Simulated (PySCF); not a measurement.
Level of theory: M06-2X/def2-TZVP // PBE0-D3(BJ)/def2-TZVP in PySCF. All species are isolated molecules in the gas phase. 

Reference species (SMILES): `BF` (neutral, multiplicity 1).

* **dipole moment**: 0.85 D

Changed species: `B(F)F` (whole molecule; the reference has whole molecule).

Q: Predict the effect on the dipole moment.

A: the dipole moment increases by 0.14 D, to 0.99 D.
